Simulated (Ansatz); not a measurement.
The same path of ClGaH3N + H (7 atoms, charge 0, multiplicity 2) was run twice with different band settings. Lost on the way: Ga1–H2. Made: H2–H7.

Theory: UKS B3LYP-D4/def2-mTZVP (Ansatz).

Relaxed end points:

```xyz
7
Properties=species:S:1:pos:R:3
Ga -0.104 0.094 -0.086
H -0.025 0.040 1.461
Cl 1.707 0.316 -1.271
N -1.614 -0.011 -1.083
H -2.543 -0.114 -0.703
H -1.610 0.025 -2.092
H 0.196 -0.349 3.828
```

```xyz
7
Properties=species:S:1:pos:R:3
Ga -0.022 -0.693 -0.668
H 0.153 -0.346 2.772
Cl 1.724 0.456 -1.387
N -1.653 -0.117 -1.359
H -2.505 -0.436 -0.913
H -1.720 0.875 -1.571
H 0.030 0.262 3.181
```

Common settings: spring 5.0 eV/Å²; optimiser quadratic models (default); start path through a guess of the saddle point; force threshold 0.05 eV/Å; iteration limit 60; end points relaxed.

| run | movable images | climbing image |
| --- | --- | --- |
| 1 | 7 | yes |
| 2 | 8 | no |

Problem. What does each run give, and how far can it be trusted?

Solution. Run 1: converged after 13 iterations, highest image 0.006 eV above the first end. The top lies less than 8 meV above the higher end, about what the thresholds resolve: that end is a shoulder or a very shallow well. A vibrational analysis at the climbing image gives one clearly imaginary mode, 255i cm⁻¹: a first-order saddle point.
Run 2: converged after 18 iterations, highest image 0.003 eV above the first end. The top lies less than 8 meV above the higher end, about what the thresholds resolve: that end is a shoulder or a very shallow well. No image climbed, so the highest image needn't sit at the top of the path.
